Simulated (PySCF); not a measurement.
Vertical excitation energies

Compound: CH7B2NO.
Bonds: B1–O2, O2–B3, B3–N4, N4–C5. Hydrogens: H6, H7 on B1; H8 on B3; H9 on N4; H10, H11, H12 on C5.

Theory: TDDFT wB97X-D/def2-SVPD, vertical, gas phase, core orbitals frozen in the response in PySCF 2.14.0, density-fitted response routines. The structure is a single PBE0-D3(BJ)/def2-SVP conformer in the gas phase; no vibrational or solvent corrections.

Q: Predict the UV-vis stick spectrum at this level.

A: 

| state | E (eV) | λ (nm) | f | main configurations (H = HOMO, L = LUMO) |
| --- | --- | --- | --- | --- |
| S1 | 5.72 | 216.9 | 0.0001 | H→L (64%), H-1→L (31%) |
| S2 | 6.88 | 180.1 | 0.0085 | H→L+1 (72%), H→L+2 (9%) |
| S3 | 7.41 | 167.2 | 0.0002 | H-1→L (50%), H→L (25%), H→L+1 (10%) |
| S4 | 7.62 | 162.6 | 0.314 | H→L+3 (92%) |
| S5 | 7.89 | 157.1 | 0.013 | H→L+2 (46%), H-1→L+1 (16%), H→L+5 (13%) |
| S6 | 8.35 | 148.4 | 0.203 | H-2→L (91%) |
| S7 | 8.37 | 148.1 | 0.068 | H→L+4 (66%), H-1→L+1 (10%) |
| S8 | 8.65 | 143.4 | 0.022 | H-2→L+3 (86%) |
| S9 | 8.68 | 142.9 | 0.0027 | H→L+5 (48%), H-1→L+2 (21%), H→L+4 (9%) |
| S10 | 8.94 | 138.7 | 0.011 | H-1→L+1 (48%), H→L+2 (13%), H→L+4 (11%) |

Triplets (Tamm–Dancoff): T1 5.33 eV, H→L (54%), H-1→L (38%); T2 6.34 eV, H→L+3 (82%); T3 6.79 eV, H→L+1 (64%), H→L+2 (11%); T4 7.21 eV, H-2→L (76%), H-4→L (11%).

The lowest singlet comes at 217 nm (552 kJ/mol) in the ultraviolet; it is dark (f under 0.0005); its leading configuration is HOMO→LUMO (64%). The strongest level in the table is S4 at 7.62 eV (163 nm, f = 0.314). Löwdin shares by element: HOMO nitrogen 42%, oxygen 16%, carbon 9%, boron 7% or more (atoms not listed hold the other 26%); LUMO boron 42% or more, oxygen 24%, hydrogen 21% or more. Orbital energies (eV): HOMO-3 -12.73, HOMO-2 -11.22, HOMO-1 -10.56, HOMO -9.21, LUMO 1.38, LUMO+1 1.91, LUMO+2 2.47. Weighted by f, the mean energy of these states is 7.99 eV. The listed states span 3.22 eV, and the widest gap between neighbours is 1.16 eV (S1 to S2). All these states lie below the vertical ionisation energy of 9.50 eV (ΔSCF). Only the lowest 10 singlets were computed, as vertical energies without vibronic structure.
